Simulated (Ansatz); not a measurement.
`C/N=[C]1/[BH][GaH]1`, 10 atoms. The species carries charge 0 and has multiplicity 1. Correlated methods include outer-core shells of Ga, which these sets cover unevenly. Scalar relativity is left out up to krypton. All runs use 4 threads of a server CPU on a shared host. Correlated methods freeze the cores.

**Question.** How many basis functions does each run have, and how long does it take in Ansatz? RHF-CCSD(T)/def2-TZVPP energy; RKS PBE0-D4/def2-TZVP relaxation (16 steps); RKS PBE-D4/def2-TZVPP energy and forces; RKS ωB97M-V/def2-TZVPP energy and forces; RHF-CCSD(T)/def2-SVP energy; RKS PBE0-D4/def2-QZVPP energy; RKS PBE0-D4/def2-SVP energy; RKS PBE0-D4/def2-TZVP frequencies; RKS ωB97M-V/def2-QZVPP energy; direct RPA on PBE orbitals/def2-TZVPP energy; RKS r2SCAN-D4/def2-TZVPP energy and forces; RKS ωB97M-V/def2-SVP energy. (Estimate.)

**Answer.** Ansatz gave: Other jobs shared the machine, so times are rough.

```
                                level                    job  functions  wall time  peak host memory (GiB)
                 RKS PBE0-D4/def2-SVP                 energy        113      1.5 s                    0.27
                RKS PBE-D4/def2-TZVPP      energy and forces        242      2.6 s                    0.33
             RKS r2SCAN-D4/def2-TZVPP      energy and forces        242      4.3 s                    0.36
                 RKS ωB97M-V/def2-SVP                 energy        113      5.5 s                    0.38
direct RPA on PBE orbitals/def2-TZVPP                 energy        242        6 s                    0.66
                 RHF-CCSD(T)/def2-SVP                 energy        113      6.5 s                    0.61
               RKS PBE0-D4/def2-QZVPP                 energy        467        9 s                     1.7
               RKS ωB97M-V/def2-TZVPP      energy and forces        242       11 s                    0.91
               RKS ωB97M-V/def2-QZVPP                 energy        467       19 s                     2.1
                RKS PBE0-D4/def2-TZVP  relaxation (16 steps)        202       58 s                     0.6
               RHF-CCSD(T)/def2-TZVPP                 energy        242      100 s                     4.9
                RKS PBE0-D4/def2-TZVP            frequencies        202    2.8 min                    0.61
```
